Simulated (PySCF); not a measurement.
This PySCF input asks for the NMR shieldings of `InChI=1S/C4H12OSSi2/c1-5-3-4(7)8(3)6-2/h3-4,8H,1-2,7H3/t3-,4-,8+/m0/s1`; the geometry comes from GFN2-xTB.

```python
import basis_set_exchange as bse
import numpy as np
from pyscf import gto, dft
from pyscf.prop import nmr

atoms = """
C    -0.751034    2.258294    0.600225
O     0.267451    1.351072    0.248106
C    -0.225972    0.169573   -0.314863
C    -0.862010   -0.871731    0.641322
Si   -2.580966   -1.513645    0.228681
Si    0.757226   -1.430151   -0.151916
S     2.540580   -1.403150    1.012921
C     3.309855    0.161758    0.465482
H    -1.352696    2.523598   -0.277633
H    -1.411581    1.837420    1.366471
H    -0.259782    3.148021    0.990053
H    -0.798672    0.355645   -1.225528
H    -0.752567   -0.578656    1.682853
H    -3.570893   -0.455737    0.462772
H    -2.606886   -1.887572   -1.187611
H    -2.885994   -2.669152    1.071123
H     0.787924   -2.341468   -1.277796
H     3.710264    0.035984   -0.535082
H     2.568008    0.951377    0.489855
H     4.112596    0.369198    1.165106
"""
names = dict.fromkeys(["C", "O", "Si", "S", "H"], "pcSseg-1")
basis = {el: gto.basis.parse(bse.get_basis(n, elements=[el], fmt="nwchem")) for el, n in names.items()}
mol = gto.M(atom=atoms, basis=basis, charge=0, verbose=0)
mf = dft.RKS(mol, xc="PBE0")
mf.grids.level = 2
mf.grids.alignment = dft.numint.BLKSIZE   # the property module wants whole blocks of grid points
mf.conv_tol = 1e-9
mf.kernel()

calc = nmr.RKS(mf)   # GIAO
C = mf.mo_coeff
Co = C[:, mf.mo_occ > 0]
resp = mf.gen_response(singlet=True, hermi=2)
def vind(x):   # induced exchange potential for any number of trial vectors
    d = np.einsum("pi,xij,qj->xpq", C, 2 * x.reshape(-1, C.shape[1], Co.shape[1]), Co, optimize=True)
    return np.einsum("xpq,pi,qj->xij", resp(d - d.transpose(0, 2, 1)), C, Co, optimize=True).ravel()
mo1, _ = nmr.rhf.solve_mo1(calc, with_cphf=vind)
sigma = calc.kernel(mo1)
for i, s in enumerate(sigma):   # ppm
    w = np.linalg.eigvalsh((s + s.T) / 2)
    print("%2d %-2s iso %8.1f  s11 %8.1f  s22 %8.1f  s33 %8.1f" % (i, mol.atom_pure_symbol(i), w.mean(), *w))
```

Question: What are the results?

Answer: 
```
 0 C  iso    125.9  s11     92.2  s22    102.7  s33    182.9
 1 O  iso    307.0  s11    265.8  s22    300.1  s33    355.0
 2 C  iso    118.6  s11     71.0  s22     94.8  s33    190.0
 3 C  iso    180.5  s11    153.9  s22    176.3  s33    211.3
 4 Si iso    421.6  s11    386.2  s22    408.5  s33    470.2
 5 Si iso    433.5  s11    300.7  s22    363.5  s33    636.3
 6 S  iso    707.0  s11    600.4  s22    638.9  s33    881.9
 7 C  iso    173.3  s11    158.0  s22    170.0  s33    191.9
 8 H  iso     28.6  s11     25.0  s22     26.0  s33     34.8
 9 H  iso     28.1  s11     24.1  s22     26.7  s33     33.7
10 H  iso     27.9  s11     23.5  s22     25.4  s33     34.9
11 H  iso     28.3  s11     23.7  s22     28.7  s33     32.7
12 H  iso     31.3  s11     26.4  s22     29.6  s33     37.9
13 H  iso     27.5  s11     23.4  s22     26.0  s33     33.1
14 H  iso     28.3  s11     24.5  s22     26.8  s33     33.7
15 H  iso     27.5  s11     23.4  s22     25.4  s33     33.7
16 H  iso     27.7  s11     21.2  s22     26.0  s33     35.8
17 H  iso     29.5  s11     24.2  s22     27.1  s33     37.2
18 H  iso     28.6  s11     19.5  s22     30.7  s33     35.5
19 H  iso     30.1  s11     24.2  s22     26.8  s33     39.3
```

These numbers come from an equivalent density-fitted implementation of the same equations, which agrees with the script to about 0.01 ppm for H and up to a few tenths of a ppm for heavy atoms, so last digits may differ.

Question: Turn these shieldings into chemical shifts. δ = σ(ref) − σ, references computed at the same level: TMS for 13C (σref 186.93), 29Si (σref 349.16), 1H (σref 31.72); 17O (σref 336.08) against H2O; CS2 for 33S (σref 503.73).

Answer: Averaging equivalent atoms: C 2: 68.3; C 0: 61.0; C 7: 13.6; C 3: 6.4; O 1: 29.1; Si 4: -72.4; Si 5: -84.3; S 6: -203; H 16: 4.06; H 13/14/15: 3.95; H 8/9/10: 3.50; H 11: 3.37; H 17/18/19: 2.33; H 12: 0.44 ppm. Experimental scales use liquid or dissolved standards, which lie at an offset from isolated H2O (liquid H2O: subtract about 36 ppm).

Size and cost of the density-fitted run: 217 basis functions, 22 s wall time on 1 thread of an AMD EPYC 9R45 96-Core, shared host; peak memory 0.9 GiB.
